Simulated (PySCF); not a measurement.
**Spinor energies of Tl³⁵⁺ (thallium, charge +35)**

Start: [Kr] 4d10. Calculated with PySCF 2.14 in an uncontracted even-tempered set (17 s from 3.7 bohr⁻², ratio 2.8; 14 p from 4.8 bohr⁻², ratio 2.8; 9 d from 4.8 bohr⁻², ratio 2.8; 3 f from 23 bohr⁻², ratio 3): generalised Hartree-Fock with the X2C-1e Hamiltonian and a Gaussian nucleus; one run each with spin-orbit coupling (SO) switched off, then screened by Boettger's factors.

```
spinor shell  electrons  ε, spin-free (eV)  ε, screened SO (eV)  weight of nominal j (screened SO)  rms radius, screened SO (bohr)
       1s1/2          2           -87405.5             -87370.1                              1.000                          0.0184
       2s1/2          2           -16870.7             -16859.7                              1.000                          0.0744
       2p1/2          2           -14721.9             -16214.1                              1.000                          0.0629
       2p3/2          4           -14721.9             -14144.7                              1.000                          0.0711
       3s1/2          2            -5152.9              -5149.6                              1.000                           0.189
       3p1/2          2            -4524.3              -4862.8                              1.000                           0.180
       3d3/2          4            -3865.7              -3924.7                              1.000                           0.172
       3d5/2          6            -3865.7              -3824.2                              1.000                           0.176
       4s1/2          2            -2131.5              -2130.5                              1.000                           0.392
       4p1/2          2            -1901.1              -2001.2                              1.000                           0.393
       4p3/2          4            -1901.1              -1860.9                              1.000                           0.423
       4d3/2          4            -1637.5              -1654.3                              1.000                           0.413
       4d5/2          6            -1637.5              -1625.8                              1.000                           0.421
```

(1) Where does 3p3/2 lie, and what is the 3p spin-orbit splitting (screened SO)?

```
   quantity     spin-free   screened SO
E (hartree)  -19559.19209  -19594.11689
        M_J             0             0
       ⟨J²⟩         0.000         0.000
       ⟨L²⟩         0.000         0.126
       ⟨S²⟩         0.000         0.126
```

Breit and QED terms are absent; they matter most for the inner s and p1/2 levels.

Densities and radii are taken from the X2C orbitals without a picture-change correction, which distorts them close to the nucleus.

Without spin-orbit coupling the j labels of p, d and f shells carry no meaning; the spin-free column gives the mean over the occupied spinors of each nl shell.

## Answers

(1) At -4390.7 eV, 472.09 eV above 3p1/2.
